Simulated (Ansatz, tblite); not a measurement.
Forces on the cluster ZnTe₂ at its B3LYP-D4/def2-TZVP geometry. Total charge 0; singlet.

In the def2 sets Te takes a core potential; there is no spin–orbit coupling. The xTB rows come from tblite. The restricted singlet is unstable towards broken spin symmetry in Hartree–Fock (as tested in another run); at PBE-D4/def2-TZVP this wasn't settled. At PBE-D4/def2-TZVP an occupied level of the charge 0 singlet lies above an empty one (by up to 0.50 eV), so this SCF solution is probably not the lowest. The geometry of the singlet was relaxed on an unsound state (restricted singlet whose occupied levels cross empty ones at other levels, untested at these). Another isomer (triplet) lies 0.90 eV lower at PBE0-D4/def2-TZVP; other spin states weren't run for this one.

GFN1-xTB (tblite), largest force 0.19 eV/Å:

```xyz
3
positions Å, forces eV/Å
Zn    0.000    0.001   -0.001    0.000   -0.001    0.001
Te    0.106    1.644    1.811    0.008    0.126    0.138
Te   -0.106   -1.645   -1.810   -0.008   -0.126   -0.139
```

GFN2-xTB (tblite), largest force 0.19 eV/Å:

```
Zn 0.000 0.000 0.000
Te 0.008 0.128 0.141
Te -0.008 -0.128 -0.141
```

PBE-D4/def2-TZVP (Ansatz), largest force 0.00 eV/Å:

```
Zn 0.000 -0.002 0.001
Te 0.000 0.001 0.000
Te 0.000 0.000 -0.001
```
